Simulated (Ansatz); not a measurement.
Reaction (formal exchange of groups at a B–O bond): `COB(N)[SiH3]` + CH₄ → `CB(N)[SiH3]` + CH₃OH

Program: Ansatz. Geometries: PBE0-D4/def2-TZVP. ΔE: electronic, gas phase. CCSD(T)/CBS is the MP2 limit (def2-TZVPP, def2-QZVPP) plus CCSD(T) − MP2 in def2-TZVPP, frozen cores. This one scheme is used for every species. Functionals use def2-TZVPP. B3LYP here is the variant with VWN-RPA as its local correlation; programs differ in this. Each species was taken in one conformer, which may not be the lowest.

```csv
level,ΔE (kcal/mol)
B3LYP-D4,29.2
MP2/CBS(def2),28.0
```

Q: What does CCSD(T)/CBS give? (An estimate is asked.)

A: Computed: +27.7 kcal/mol. The listed levels differ from it by 1.5, 0.3 kcal/mol.

Largest T1 diagnostic among the species: 0.013.

In def2-TZVPP, CCSD(T) changes the Hartree–Fock value by −1.2 kcal/mol (the triples alone add +0.2 kcal/mol) and MP2 by −1.0 kcal/mol.
